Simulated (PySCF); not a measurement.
Energy of Rh⁺ (rhodium, charge +1) between two integer charges

The 4d beta orbital of [Kr] 4d8 is emptied in steps (occupation f), with all orbitals relaxed, ending at [Kr] 4d7. All numbers are calculated (PySCF 2.14, the spin-free X2C one-electron Hamiltonian (Gaussian nucleus), in x2c-TZVPall (8s6p6d1f, 63 functions)). The exact energy is a straight line in f; departures are measured from the line between the end points of the same method.

| f | BHandHLYP (eV) | wB97X (eV) | M06-2X (eV) |
| --- | --- | --- | --- |
| 1 | 0.000 | 0.000 | 0.000 |
| 0.8 | -0.325 | -0.207 | -0.347 |
| 0.6 | -0.496 | -0.318 | -0.538 |
| 0.4 | -0.504 | -0.325 | -0.561 |
| 0.2 | -0.342 | -0.220 | -0.398 |
| 0 | 0.000 | 0.000 | 0.000 |

```json
{"method": "BHandHLYP", "E(f=0) − E(f=1) (eV)": "18.164", "−ε at f=1 (eV)": "16.171", "−ε at f=0.4 (eV)": "18.541"}
{"method": "wB97X", "E(f=0) − E(f=1) (eV)": "18.381", "−ε at f=1 (eV)": "17.118", "−ε at f=0.4 (eV)": "18.622"}
{"method": "M06-2X", "E(f=0) − E(f=1) (eV)": "18.476", "−ε at f=1 (eV)": "16.373", "−ε at f=0.4 (eV)": "18.806"}
```

Orbital energy along the path (eV):

| f | BHandHLYP | wB97X | M06-2X |
| --- | --- | --- | --- |
| 1 | -16.171 | -17.118 | -16.373 |
| 0.8 | -16.917 | -17.578 | -17.122 |
| 0.6 | -17.708 | -18.081 | -17.930 |
| 0.4 | -18.541 | -18.622 | -18.806 |
| 0.2 | -19.415 | -19.196 | -19.807 |
| 0 | -20.340 | -19.726 | -21.158 |

Reference removal energy between the ground levels: 18.08 eV (semi-empirical (NIST evaluation); NIST Atomic Spectra Database, ionization energies). The calculation has no spin-orbit coupling. The determinant left behind need not be the lowest term of the ion.
